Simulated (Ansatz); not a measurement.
`CC[Se]C=N` + `C[SiH3]` → `CC[Se][SiH2]C` + `C=N`  (formal exchange of groups at the Se–C bond)

Calculated with Ansatz (gas phase, PBE0-D4/def2-TZVP geometries, no zero-point term in ΔE). CBS: MP2 limit from def2 TZ/QZ plus the TZ coupled-cluster correction, frozen cores. This one scheme is used for every species. DFT in def2-TZVPP. For Se outer-core shells are correlated without core-valence functions, which leaves a few kJ/mol of doubt a bond. Scalar relativity is left out up to krypton. One conformer a species, not always the lowest.

| level | ΔE (kJ/mol) |
| --- | --- |
| ωB97M-V | -75.1 |
| MP2/def2-TZVPP | -72.4 |
| HF/def2-QZVPP | -82.5 |
| MP2/def2-QZVPP | -75.5 |

(1) What does CCSD(T)/CBS give? (Estimate.)

Largest T1 diagnostic among the species: 0.012.

Answers

(1) Computed: -77.6 kJ/mol. The listed levels differ from it by 2.5, 5.2, -4.9, 2.1 kJ/mol.

In def2-TZVPP, CCSD(T) changes the Hartree–Fock value by +10.7 kJ/mol (the triples alone add +3.1 kJ/mol) and MP2 by +10.3 kJ/mol. The D4 term adds −4.9 kJ/mol with B3LYP and −2.9 kJ/mol with PBE0; it sums over pairs of atoms, weighted by their polarisabilities, and B3LYP, whose exchange is more repulsive, gets the larger term. From PBE to PBE0 (25 % exact exchange), in def2-TZVPP and without D4, ΔE moves by −10.7 kJ/mol.

B3LYP here is the variant with VWN-RPA as its local correlation; programs differ in this.
